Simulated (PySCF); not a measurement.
Computed shifts of a molecule CH₇NSi₃, PBE/pcSseg-1 in PySCF, GIAO, gas phase, atoms alike by connectivity averaged where their shifts nearly agree, in ppm (number of nuclei): ²⁹Si: -7.8 (1), -32.1 (1), -104.7 (1). ¹⁵N: 569.1 (1). ¹³C: 218.8 (1). ¹H: 10.42 (1), 6.37 (1), 6.15 (1), 6.03 (1), 4.12 (3). References: ²⁹Si against TMS (σ = 335.4 ppm); ¹⁵N against NH3 (σ = 267.0 ppm); ¹³C against TMS (σ = 182.0 ppm); ¹H against TMS (σ = 31.49 ppm), references at their B3LYP-D3(BJ)/def2-TZVP geometries, non-relativistic. The structure is a stationary point at r2SCAN-D4/def2-SVP. Other conformers were not sampled.

Q: Pick the molecule that these values belong to.
A. [SiH3][Si@@H]1C=N[SiH2]1
B. C1=N[SiH2][SiH2][SiH2]1
C. [SiH3]C1=N[SiH2][SiH2]1
D. [SiH3][Si@H]1N=C[SiH2]1

A: D, [SiH3][Si@H]1N=C[SiH2]1
